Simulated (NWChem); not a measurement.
SiNH5; SMILES [SiH3]N

Results from NWChem. Structure relaxed at the B3LYP/6-31G* (spherical d) level. Level: PBE0/aug-cc-pVDZ; the question gives the wavelength of the field.

### Question
Predict the results for field 1065 nm. Quantities: isotropic polarisability (bohr³); anisotropy (bohr³).

### Answer
| Quantity | Value |
|---|---|
| isotropic polarisability (bohr³) | 39.8 |
| anisotropy (bohr³) | 4.7 |
